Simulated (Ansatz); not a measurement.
GaH₃ was relaxed with r2SCAN-D4 (def2-TZVP) in Ansatz in these states: charge +1 doublet, neutral singlet. The geometries follow in no particular order.

A:

```xyz
4

Ga    0.346   -0.158    0.051
H    -1.305    0.617   -0.360
H    -0.288   -0.069    1.462
H     1.246   -0.390   -1.154
```

B:

```csv
atom,x (Å),y (Å),z (Å)
Ga1,0.000,0.001,0.000
H2,-1.340,0.090,0.799
H3,-0.025,-0.081,-1.560
H4,1.364,-0.010,0.761
```

**Question.** Judge from the bond lengths which geometry belongs to which state (an estimate).

**Answer.** A is the charge +1 doublet (Ga1–H2 1.870 Å, Ga1–H4 1.521 Å, Ga1–H3 1.550 Å); B is the neutral singlet (Ga1–H2 1.562 Å, Ga1–H4 1.562 Å, Ga1–H3 1.562 Å).
